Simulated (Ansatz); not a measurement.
`[F][Sb]([F])[SiH3]` and `C[O][Sb]([F])[F]` differ in one atom or group.

Ansatz, PBE0-D4/def2-TZVP geometries, multiplicity 1. Each molecule was computed in one conformer, which needn't be the lowest.

Elements past krypton have def2 core potentials.

| property | `[F][Sb]([F])[SiH3]` |
| --- | --- |
| size of the dipole moment (PBE/def2-TZVPP) / D | 2.93 |
| HOMO energy (PBE0/def2-TZVPP) / eV | -7.41 |
| LUMO energy (PBE/def2-TZVPP) / eV | -2.60 |
| HOMO–LUMO gap (PBE0/def2-TZVPP) / eV | 5.58 |
| ideal-gas entropy at 298 K and 1 bar (rigid rotor, harmonic PBE0-D4/def2-TZVP) / J/(mol·K) | 357 |
| size of the dipole moment (ωB97M-V/def2-TZVPP) / D | 3.23 |

Problem. Give the same properties after the change, and the shifts. (An estimate is asked.)

Solution. The calculation gave: 
| property | `C[O][Sb]([F])[F]` | shift |
| --- | --- | --- |
| size of the dipole moment (PBE/def2-TZVPP) / D | 1.91 | -1.02 |
| HOMO energy (PBE0/def2-TZVPP) / eV | -8.62 | -1.21 |
| LUMO energy (PBE/def2-TZVPP) / eV | -1.98 | 0.62 |
| HOMO–LUMO gap (PBE0/def2-TZVPP) / eV | 7.38 | 1.80 |
| ideal-gas entropy at 298 K and 1 bar (rigid rotor, harmonic PBE0-D4/def2-TZVP) / J/(mol·K) | 362 | 5 |
| size of the dipole moment (ωB97M-V/def2-TZVPP) / D | 2.08 | -1.15 |

With PBE0 the HOMO falls by 1.21 eV and the LUMO rises by 0.58 eV, so the gap widens by about 1.79 eV. PBE moves the HOMO by -0.71 eV and ωB97M-V by -1.67 eV. The zero-point energy changes by 46.0 kJ/mol with +3 modes. Dipoles are sizes alone; their direction can turn. Modes under 60 cm⁻¹, often nearly free rotors, make the harmonic entropy too high.

Spin–orbit coupling is left out; it splits and shifts lone-pair levels of the heavy atoms by tenths of an eV.
